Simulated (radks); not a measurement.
Q: Calculated with a radial shooting solver on a logarithmic mesh with Libxc functionals: scalar-relativistic Kohn-Sham, PBE, spin-polarised, spherical densities, finite nucleus; open shells are filled with parallel spins first (spin-orbit coupling, left out, can overturn this in heavy ions); Fermi nuclear charge, rms radius of each element as measured or else 0.836 A^(1/3) + 0.57 fm. Each species is in its NIST ground configuration. Rank La4+, Pr4+, Nd4+, Eu4+, Sm4+, Tm4+, Ce4+, Er4+, Gd4+, Ho4+, Yb4+, Tb4+, Dy4+, Lu4+, Pm4+ by mean radius of the outermost orbital (bohr), largest first.

A: La4+ 1.71, Ce4+ 1.64, Pr4+ 1.61, Nd4+ 1.58, Pm4+ 1.56, Sm4+ 1.53, Eu4+ 1.51, Gd4+ 1.49, Tb4+ 1.46, Dy4+ 1.44, Ho4+ 1.41, Er4+ 1.39, Tm4+ 1.37, Yb4+ 1.35, Lu4+ 1.32.
